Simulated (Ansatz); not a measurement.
Two isomers of C3H9NSi: A = `CCC(=N)[SiH3]`, B = `C=CN[SiH2]C`.

Calculated with Ansatz (gas phase, PBE0-D4/def2-TZVP geometries, no zero-point term in ΔE). CCSD(T)/CBS is the MP2 limit (def2-TZVPP, def2-QZVPP) plus CCSD(T) − MP2 in def2-TZVPP, frozen cores. DFT in def2-TZVPP. B3LYP here is the variant with VWN-RPA as its local correlation; programs differ in this. One conformer a species, not always the lowest.

A:

Z-matrix (Å, degrees):
```
C
C 1 1.524
H 1 1.091 2 110.8
H 1 1.093 2 111.5 3 119.6
H 1 1.092 2 111.1 3 -120.2
C 2 1.504 1 112.8 3 -179.8
H 2 1.096 1 110.6 3 57.9
H 2 1.097 1 109.1 3 -59.6
Si 6 1.902 2 119.8 1 55.3
N 6 1.271 2 125.2 1 -123.8
H 9 1.488 6 109.8 2 -82.6
H 9 1.480 6 109.5 2 156.6
H 9 1.490 6 109.8 2 35.5
H 10 1.026 6 110.9 2 0.4
```

B:

Z-matrix (Å, degrees):
```
Si
C 1 1.862
N 1 1.733 2 109.1
H 1 1.493 2 108.8 3 123.4
H 1 1.487 2 112.6 3 -117.5
H 2 1.093 1 111.0 3 -59.9
H 2 1.093 1 110.3 3 -178.9
H 2 1.092 1 111.2 3 60.8
C 3 1.381 1 125.8 2 -153.5
H 3 1.010 1 119.2 2 38.8
C 9 1.333 3 126.7 1 -169.2
H 9 1.087 3 113.6 1 11.8
H 11 1.080 9 120.2 3 -178.4
H 11 1.085 9 122.0 3 1.2
```

Problem. Which isomer does CCSD(T)/CBS put lower? Give the gap. (Estimate.)

Solution. The calculation gave: B, by 101.1 kJ/mol.

Problem. Give E(B) − E(A) in kJ/mol with r2SCAN-D4, B3LYP-D4, B3LYP, HF/def2-TZVPP, CCSD(T)/def2-TZVPP, CCSD/def2-TZVPP, PBE0-D4. (Estimate.)

Solution. Ansatz gave: r2SCAN-D4 -108.7, B3LYP-D4 -105.3, B3LYP -109.0, HF/def2-TZVPP -108.6, CCSD(T)/def2-TZVPP -95.6, CCSD/def2-TZVPP -98.2, PBE0-D4 -103.4. None reverses the order clearly.

Largest T1 diagnostic: 0.012.

From PBE to PBE0 (25 % exact exchange), in def2-TZVPP and without D4, E(B) − E(A) moves by −4.5 kJ/mol. The D4 term adds +3.7 kJ/mol with B3LYP and +2.1 kJ/mol with PBE0; it sums over pairs of atoms, weighted by their polarisabilities, and B3LYP, whose exchange is more repulsive, gets the larger term.
